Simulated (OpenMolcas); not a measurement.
**Cr IV: effect of the level shift or regulariser**

| Property | Result |
| --- | --- |
| Program | OpenMolcas 26.06 |
| Basis | ANO-RCC-VTZP [6s5p3d2f1g] |
| Scalar Hamiltonian | DKH2, point nucleus |
| Active space | 3 electrons in 5 orbitals (3d) |
| State averaging | 2S+1 = 4 even, 10 roots; 2S+1 = 2 even, 40 roots |
| Spin-orbit coupling | RASSI with atomic mean-field integrals over the reference wave functions, term energies averaged over their components |

Methods on the same reference wave functions:
A. CASSCF
B. MS-CASPT2, IPEA 0.25 Eh, imaginary shift 0.1 Eh (closed shells correlated: 3s 3p)
C. MS-CASPT2, IPEA 0.25 Eh, real shift 0.2 Eh (closed shells correlated: 3s 3p)
D. MS-CASPT2, IPEA 0.25 Eh, sigma2 regulariser 0.3 Eh (closed shells correlated: 3s 3p)

Energies in cm-1 above 3d3 4F 3/2, the measured ground level; measured values from Sugar and Corliss, J. Phys. Chem. Ref. Data 6, 317 (1977).

```tsv
Level	A	B	C	D	Measured
3d3 4F 3/2	0.0	0.0	0.0	0.0	0.0
3d3 4F 5/2	245	247	247	247	236
3d3 4F 7/2	580	583	583	583	556
3d3 4F 9/2	1000	1001	1001	1001	946
3d3 4P 1/2	17843	14610	14610	14610	14059
3d3 4P 3/2	17953	14710	14720	14710	14177
3d3 2G 7/2	18172	15110	15130	15110	15052
3d3 4P 5/2	18235	15000	15000	15000	14471
3d3 2G 9/2	18523	15470	15480	15470	15402
3d3 2P 1/2	23973	19740	19820	19740	19519
3d3 2H 9/2	24009	21470	21460	21470	21066
3d3 2P 3/2 [73 %]	24108	19730	19800	19730	
3d3 2H 11/2	24279	21740	21730	21740	21321
3d3 2D 3/2(1) [74 %]	26125	21050	21080	21050	20650
3d3 2D 5/2(1)	26370	21150	21170	21150	20664
3d3 2F 7/2	41344	35200	35210	35200	34363
3d3 2F 5/2	41497	35350	35360	35350	34556
3d3 2D 5/2(2)	64589	55160	55190	55160	52975
3d3 2D 3/2(2)	64771	55350	55370	55350	53142
```

Deviations, from unrounded energies. A percentage is the sum of absolute deviations over the sum of measured energies, with the sign that they share, or ± where signs differ.

```
                        Against measurement  Levels      A     B     C     D
             mean absolute deviation (cm-1)      17   4500   570   590   570
      fine structure of the ground term (%)       3   +5.1  +5.4  +5.4  +5.4
other terms of the ground configuration (%)      14  +21.7  +2.8  +2.8  +2.8
```

B, C, D lie about equally close to measurement and A furthest from it. The largest miss of D in the table is 3d3 2D 3/2(2), by +2200 cm-1. The ranking rests on the paired levels alone, and a cruder setting can come out closer through cancelling errors.

Among B to D the level of the table that moves most is 3d3 2P 1/2, by 78 cm-1 (lowest in D, highest in C). Moves below CASPT2's spread within the term are not significant.

The mean deviations of B to D differ by less than CASPT2's widest spread within a term (1000 cm-1), so their order carries little weight.

From A to B the spin-free energies of the other terms of 3d3 shown, above 4F, scale by factors of 0.80 to 0.89, as is usual when dynamic correlation screens the repulsion within a d or f shell.

The lowest spin-free term lies below A's lowest term by 0.336 hartree in B, 0.336 hartree in C, 0.336 hartree in D.

CASPT2 breaks the degeneracy within a term, and the mean is taken; among the terms shown or strongly mixed into the levels shown the widest spread is 1000 cm-1 (3d3 4F, D). Without dynamic correlation excited terms often stand tens of per cent too high (terms of higher spin than the ground term too low), and those without a measured partner can miss by more than the paired ones (holds for A). Computed and measured levels are paired by configuration, term and J; levels that our copy of the source lacks, or whose pairing is in doubt (as where it misses far off the trend of its configuration), stay unpaired and out of the deviations. Levels of configurations outside the active space are missing.

A share in square brackets marks a mixed level and gives the weight of the term that names it, the lowest over the columns. A number in round brackets counts repeated terms of one configuration in the order of the reference energies.
